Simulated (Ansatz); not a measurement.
Consider the formal exchange of groups at a Ge–C bond: `B[CH]([SiH3])[GeH3]` + `CO[SiH](C)F` → `CO[Si](C)(F)[GeH3]` + `BC[SiH3]`.

Calculated with Ansatz (gas phase, PBE0-D4/def2-TZVP geometries, no zero-point term in ΔE). CBS: MP2 limit from def2 TZ/QZ plus the TZ coupled-cluster correction, frozen cores. DFT in def2-TZVPP. For Ge outer-core shells are correlated without core-valence functions, which leaves a few kJ/mol of doubt a bond. Scalar relativity is left out up to krypton. One conformer a species, not always the lowest.

CCSD(T)/CBS gives -0.3 kcal/mol.

(1) Another level gave -4.8 kcal/mol. Which?
A. MP2/def2-TZVPP
B. ωB97X-V/def2-TZVPP
C. PBE/def2-TZVPP
D. r2SCAN/def2-TZVPP

Largest T1 diagnostic among the species: 0.012.

## Answers

(1) C. PBE -4.8, MP2/def2-TZVPP 1.5, r2SCAN -3.1, ωB97X-V -2.1 kcal/mol.

From PBE to PBE0 (25 % exact exchange), in def2-TZVPP and without D4, ΔE moves by +1.3 kcal/mol.
